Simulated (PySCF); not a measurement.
PySCF input for H₂Pb₂, SMILES [PbH]#[PbH], TDA-PBE/def2-TZVPD. Geometry: PBE0-D3(BJ)/def2-TZVP. The def2 effective core potentials stand for the cores of Pb; spin–orbit coupling is left out.

```python
import numpy as np
from pyscf import gto, scf, dft, tdscf

mol = gto.M(
    atom='''
    Pb   -0.00000000   -1.43643202   -0.01018713
    Pb   -0.00000000    1.43643202   -0.01018713
    H     1.18658948   -0.00000001    0.83534427
    H    -1.18658946   -0.00000000    0.83534428
    ''',
    basis='def2-TZVPD',
    ecp={'Pb': 'def2-tzvp'},
    charge=0,
    spin=0,
    symmetry=True,
    max_memory=1600,
    verbose=4,
)
mf = dft.RKS(mol, xc='pbe').density_fit(auxbasis='def2-universal-jkfit')
mf.grids.level = 3
mf.conv_tol = 1e-9
mf.max_cycle = 100
mf.kernel()
mf.grids = dft.Grids(mol).set(level=1).build(with_non0tab=True)  # coarser grid for the response kernel
td = tdscf.TDA(mf)
td.singlet = True
td.nstates = 10
td.conv_tol = 1e-4
td.positive_eig_threshold = 1e-6
td.kernel(x0=td.get_init_guess(mf, 15))
td.analyze()
tt = tdscf.TDA(mf)
tt.singlet = False
tt.nstates = 4
tt.conv_tol = 1e-4
tt.positive_eig_threshold = 1e-6
tt.kernel(x0=tt.get_init_guess(mf, 9))
tt.analyze(verbose=3)
```

Program output:

```
PySCF version 2.14.0

[INPUT] verbose = 4
[INPUT] num. atoms = 4
[INPUT] num. electrons = 46
[INPUT] charge = 0
[INPUT] spin (= nelec alpha-beta = 2S) = 0
[INPUT] symmetry True subgroup None
[INPUT] Mole.unit = angstrom
[INPUT] Symbol           X                Y                Z      unit          X                Y                Z       unit  Magmom
[INPUT]  1 Pb     0.000000000000  -1.436432020000  -0.010187130000 AA    0.000000000000  -2.714463114356  -0.019250885695 Bohr   0.0
[INPUT]  2 Pb     0.000000000000   1.436432020000  -0.010187130000 AA    0.000000000000   2.714463114356  -0.019250885695 Bohr   0.0
[INPUT]  3 H      1.186589480000  -0.000000010000   0.835344270000 AA    2.242329139490  -0.000000018897   1.578571890025 Bohr   0.0
[INPUT]  4 H     -1.186589460000   0.000000000000   0.835344280000 AA   -2.242329101696   0.000000000000   1.578571908922 Bohr   0.0

nuclear repulsion = 112.134982992342
point group symmetry = C2v
symmetry origin: [ 2.27677847e-10 -1.13838923e-10 -8.76559708e-09]
symmetry axis x: [1.00000000e+00 3.53602822e-11 3.44954830e-09]
symmetry axis y: [ 3.53602821e-11 -1.00000000e+00  2.47896762e-11]
symmetry axis z: [-3.44954830e-09  2.47895764e-11  1.00000000e+00]
num. orbitals of irrep A1 = 44
num. orbitals of irrep A2 = 21
num. orbitals of irrep B1 = 26
num. orbitals of irrep B2 = 39
number of shells = 46
number of NR pGTOs = 216
number of NR cGTOs = 130
basis = def2-TZVPD
ecp = {'Pb': 'def2-tzvp'}


[settings echo left out]
init E= -322.955853985905
HOMO (A1) = -0.925278821529361  LUMO (A2) = -0.833323958935789  gap/eV = 2.50222
cycle= 1 E= -385.257565647712  delta_E= -62.3  |g|= 2.93  |ddm|= 15.9
HOMO (A1) = 0.0126685616664091  LUMO (A2) = 0.0335757269702492  gap/eV = 0.56891
cycle= 2 E= -382.983841851376  delta_E= 2.27  |g|= 4.87  |ddm|= 10.3
HOMO (A1) = -0.164232249037198  LUMO (A2) = -0.10974838907672  gap/eV = 1.48258
cycle= 3 E= -386.978273128665  delta_E= -3.99  |g|= 0.382  |ddm|= 4.81
HOMO (A1) = -0.140572724878792  LUMO (A2) = -0.0875506198486642  gap/eV = 1.44280
cycle= 4 E= -386.973793572157  delta_E= 0.00448  |g|= 0.436  |ddm|= 0.793
HOMO (A1) = -0.147192110658267  LUMO (A2) = -0.0898549031781632  gap/eV = 1.56022
cycle= 5 E= -387.008081448848  delta_E= -0.0343  |g|= 0.0497  |ddm|= 0.37
HOMO (A1) = -0.150273966143057  LUMO (A2) = -0.0925109504740211  gap/eV = 1.57181
cycle= 6 E= -387.008527844536  delta_E= -0.000446  |g|= 0.0232  |ddm|= 0.0624
HOMO (A1) = -0.152022964802789  LUMO (A2) = -0.0941549703087512  gap/eV = 1.57467
cycle= 7 E= -387.008636236014  delta_E= -0.000108  |g|= 0.00251  |ddm|= 0.028
HOMO (A1) = -0.151968770159303  LUMO (A2) = -0.0940987075925501  gap/eV = 1.57472
cycle= 8 E= -387.008638625833  delta_E= -2.39e-06  |g|= 0.000594  |ddm|= 0.00532
HOMO (A1) = -0.151937604416173  LUMO (A2) = -0.0940805444538415  gap/eV = 1.57437
cycle= 9 E= -387.008638781753  delta_E= -1.56e-07  |g|= 0.000124  |ddm|= 0.00117
HOMO (A1) = -0.151941691324242  LUMO (A2) = -0.0940806129691181  gap/eV = 1.57448
cycle= 10 E= -387.008638787457  delta_E= -5.7e-09  |g|= 4.69e-06  |ddm|= 0.000191
HOMO (A1) = -0.151941083197261  LUMO (A2) = -0.0940801864411633  gap/eV = 1.57448
cycle= 11 E= -387.008638787463  delta_E= -6.03e-12  |g|= 5.69e-07  |ddm|= 1.03e-05
HOMO (A1) = -0.151941217175464  LUMO (A2) = -0.0940802976396773  gap/eV = 1.57448
Extra cycle  E= -387.008638787464  delta_E= -1.48e-12  |g|= 6.59e-07  |ddm|= 2.73e-06
converged SCF energy = -387.008638787464
tot grids = 22264
Overwritten attributes  positive_eig_threshold  of <class 'pyscf.tdscf.rks.TDA'>


******** <class 'pyscf.tdscf.rks.TDA'> for <class 'pyscf.df.df_jk.DFSymAdaptedRKS'> ********
nstates = 10 singlet
deg_eia_thresh = 1.000e-03
wfnsym = None
conv_tol = 0.0001
eigh lindep = 1e-12
eigh level_shift = 0
eigh max_cycle = 100


Excitation energies (eV)
[1.71408752 2.3135761  3.27425494 3.36254115 3.76711746 4.32573693
 4.64819667 4.98082123 5.04606105 5.19199067]

** Singlet excitation energies and oscillator strengths **
Excited State   1:   A2      1.71409 eV    723.32 nm  f=0.0000
      23 -> 24       -0.70624
Excited State   2:   B2      2.31358 eV    535.90 nm  f=0.0253
      21 -> 24       -0.10302
      23 -> 25       -0.66264
      23 -> 28        0.19284
Excited State   3:   B1      3.27425 eV    378.66 nm  f=0.0006
      23 -> 26       -0.70569
Excited State   4:   A1      3.36254 eV    368.72 nm  f=0.0563
      23 -> 27        0.70596
Excited State   5:   B2      3.76712 eV    329.12 nm  f=0.3069
      21 -> 24        0.15850
      22 -> 25       -0.18791
      23 -> 25        0.12228
      23 -> 28        0.63459
      23 -> 31        0.11991
Excited State   6:   A2      4.32574 eV    286.62 nm  f=0.0000
      22 -> 24       -0.70303
Excited State   7:   B2      4.64820 eV    266.74 nm  f=0.0359
      21 -> 24        0.35470
      22 -> 25        0.59373
      23 -> 31        0.11432
Excited State   8:   A1      4.98082 eV    248.92 nm  f=0.2800
      23 -> 29        0.67197
      23 -> 30       -0.16557
Excited State   9:   A2      5.04606 eV    245.70 nm  f=0.0000
      21 -> 25       -0.70422
Excited State  10:   A1      5.19199 eV    238.80 nm  f=0.0228
      23 -> 29       -0.14651
      23 -> 30       -0.67887
      23 -> 33       -0.12397

** Transition electric dipole moments (AU) **
state          X           Y           Z        Dip. S.      Osc.
  1        -0.0000      0.0000      0.0000      0.0000      0.0000
  2        -0.0000     -0.6687     -0.0000      0.4471      0.0253
  3         0.0876     -0.0000     -0.0000      0.0077      0.0006
  4         0.0000      0.0000     -0.8267      0.6834      0.0563
  5         0.0000      1.8237      0.0000      3.3258      0.3069
  6         0.0000     -0.0000     -0.0000      0.0000      0.0000
  7         0.0000      0.5618     -0.0000      0.3156      0.0359
  8         0.0000     -0.0000     -1.5147      2.2943      0.2800
  9         0.0000     -0.0000     -0.0000      0.0000      0.0000
 10        -0.0000      0.0000      0.4235      0.1793      0.0228

WARN: ECP detected. Skipping calculation of transition velocity and magnetic dipole moments, which have not yet been implemented.



******** <class 'pyscf.tdscf.rks.TDA'> for <class 'pyscf.df.df_jk.DFSymAdaptedRKS'> ********
nstates = 4 triplet
deg_eia_thresh = 1.000e-03
wfnsym = None
conv_tol = 0.0001
eigh lindep = 1e-12
eigh level_shift = 0
eigh max_cycle = 100


Excitation energies (eV)
[1.34576561 1.3536423  2.98642574 3.11814609]

** Triplet excitation energies and oscillator strengths **
Excited State   1:   A2      1.34577 eV    921.29 nm  f=0.0000
Excited State   2:   B2      1.35364 eV    915.93 nm  f=0.0000
Excited State   3:   B1      2.98643 eV    415.16 nm  f=0.0000
Excited State   4:   B2      3.11815 eV    397.62 nm  f=0.0000
```

The calculation finished and met its thresholds.

Cost: very roughly 29 core-seconds.
